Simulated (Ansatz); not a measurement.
Cost and result up the ladder for SnFH3 (SnH₃F) (5 atoms). The state is a singlet with charge 0. Geometry: B3LYP-D4/def2-TZVP.

Cartesian coordinates in Å:
```
Sn -0.0395 -0.0387 -0.1176
F 0.5507 0.5396 1.6390
H 0.4277 1.2228 -1.1656
H -1.7284 -0.2197 0.0337
H 0.7895 -1.5039 -0.3895
```

Ansatz on 4 threads of Arm Neoverse V2 on a shared host. Times are rough, and most runs start from the orbitals of an earlier one. ωB97M-V/def2-TZVP serves as the yardstick here, not as an exact answer. Differences are given only for rows in sets of like size (and for xTB, whose basis is part of the method), since another set adds its own error. Binding counts from free atoms at the same level (Sn triplet, F doublet, H doublet; other spins of the atoms weren't run), without zero-point energy or a counterpoise term.

In the def2 sets Sn takes a core potential; there is no spin–orbit coupling. Correlated methods freeze 5 core orbitals; core or outer-core shells of Sn are correlated, in sets that lack core-valence functions.

Correlated methods converge slowly with the basis.

| level | functions | wall time |
| --- | --- | --- |
| HF/def2-TZVP | 99 | 0.25 s |
| PBE-D4/def2-SVP | 55 | 0.25 s |
| LDA (SPW92)/def2-TZVP | 99 | 0.3 s |
| PBE-D4/def2-TZVP | 99 | 0.4 s |
| PBE0-D4/def2-SVP | 55 | 0.4 s |
| CAM-B3LYP-D4/def2-TZVP | 99 | 0.6 s |
| MP2/def2-TZVP | 99 | 0.92 s |
| r2SCAN0-D4/def2-TZVP | 99 | 1 s |
| r2SCAN-D4/def2-TZVP (with forces) | 99 | 1.1 s |
| PBE0-D4/def2-TZVP | 99 | 1.1 s |
| ωB97M-V/def2-TZVP | 99 | 1.4 s |
| B97M-V/def2-TZVP | 99 | 1.6 s |
| CCSD(T)/def2-TZVPP | 123 | 6 s |

Question: Estimate what each level gives for the binding energy per atom (eV).

Answer: 
```csv
level,binding energy per atom (eV),difference from ωB97M-V/def2-TZVP (eV)
HF/def2-TZVP,1.83,-0.77
PBE-D4/def2-SVP,2.54,–
LDA (SPW92)/def2-TZVP,2.96,0.37
PBE-D4/def2-TZVP,2.58,-0.02
PBE0-D4/def2-SVP,2.48,–
CAM-B3LYP-D4/def2-TZVP,2.62,0.02
MP2/def2-TZVP,2.46,-0.14
r2SCAN0-D4/def2-TZVP,2.53,-0.07
r2SCAN-D4/def2-TZVP (with forces),2.58,-0.01
PBE0-D4/def2-TZVP,2.53,-0.07
ωB97M-V/def2-TZVP,2.59,0.00
B97M-V/def2-TZVP,2.67,0.08
CCSD(T)/def2-TZVPP,2.56,-0.03
```
